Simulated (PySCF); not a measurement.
# NMR problem set

No solvent, one conformer, averaged over atoms made equivalent by symmetry, fast rotation or ring inversion, non-relativistic. GIAO PBE0/pcSseg-1 shieldings; GFN2-xTB structure; PySCF 2.14.

Shifts are taken against calculated references (same method and geometry level): TMS for ¹H (31.72 ppm) and ¹³C (186.93 ppm). Splittings of carbon signals by F and P are missing where no couplings were computed. Where no couplings were computed, multiplicities follow the n + 1 count of equivalent neighbours, and m marks all less simple cases (inequivalent or close neighbours, rings, F or P nearby). Shifts are as computed. Against solution values, carbons near 30 ppm lie about +3 ppm off and those near 130 ppm about +5 ppm; carbons on Cl a further +6 ppm. Of 1211 compounds with measured shifts, 218 miss one by over three times the rms of a fit or turn the order of signals round; such compounds aren't used in these exercises. Carbons bonded to Cl come out too deshielded.

(1) C9H9N. ¹H NMR (500 MHz, computed): δ 7.41 (d, 1H), 7.27 (m, 2H), 7.22 (m, 2H), 6.77 (d, 1H), 6.09 (d, 1H), 4.70 (m, 1H), 4.51 (m, 1H). ¹³C{¹H} NMR (computed): δ 177.3, 151.0, 149.3, 147.1, 122.9, 58.2, 51.5. Identify the compound.

(2) C8H11ClO. ¹H NMR (400 MHz, computed): δ 7.31 (m, 1H), 6.10 (m, 1H), 6.02 (m, 1H), 2.86 (q, 2H), 2.59 (s, 3H), 1.05 (t, 3H). ¹³C{¹H} NMR (computed): δ 176.6 (C), 168.0 (C), 148.8 (CH), 137.1 (C), 132.3 (CH2), 28.9 (CH2), 27.9 (CH3), 15.8 (CH3). Give a structure.

(3) C5H4FNO3. ¹H NMR (300 MHz, computed): δ 5.57 (m, 1H), 4.08 (s, 3H). ¹³C{¹H} NMR (computed): δ 169.4 (C), 118.1 (C), 93.1 (CH), 55.4 (CH3), 46.9 (C). Give a structure.

Results:

(1) SMILES C1=C(N=C)[C@H]2C=C[C@@H]1C=C2. Rings plus π bonds: 6 (2 rings in the answer). 7 carbon signals for 9 carbons: some carbons are equivalent by symmetry or fast rotation. Carbon types of the structure: 1 × C, 7 × CH, 1 × CH2, which accounts for all hydrogens. δC 177.3: fully substituted alkene carbon. δC 151.0, 149.3, 122.9: alkene CH; the olefinic region. δC 147.1: C=N carbon. δH 7.27, 7.22, 6.09: hydrogen on an alkene CH; a vinylic proton, deshielded by the sp2 carbon and the C=C anisotropy.

The shifts were computed for this structure.

(2) `CC/C(=C(\C=C)C)C(=O)Cl`. Rings plus π bonds: 3 (no ring in the answer). 8 carbon signals for 8 carbons: no two carbons are equivalent. Carbon types of the structure: 3 × C, 1 × CH, 2 × CH2, 2 × CH3, which accounts for all hydrogens. δC 168.0: β carbon of a C=C–C=O unit; conjugation with the carbonyl draws π density from the β position. δC 148.8: alkene CH; as expected for a trigonal carbon in a double bond. δC 137.1: α carbon of a C=C–C=O unit; as expected for a trigonal carbon in a double bond. δC 132.3: terminal =CH2 carbon; as expected for a trigonal carbon in a double bond.

This is the structure that produced the data.

(3) `COC(=O)[C@@]1(C#N)O[C@H]1F`. Rings plus π bonds: 4 (1 ring in the answer). 5 carbon signals for 5 carbons: no two carbons are equivalent. Carbon types of the structure: 3 × C, 1 × CH, 1 × CH3, which accounts for all hydrogens. δC 169.4: ester carbonyl carbon; lone-pair donation from the attached heteroatom keeps it upfield of a ketone carbonyl. δC 118.1: nitrile carbon; typical of a nitrile. δC 93.1, 46.9: epoxide ring carbon. δH 4.08: hydrogen on a methyl carbon bonded to O; its carbon carries O, an electronegative neighbour.

This is the structure that produced the data.
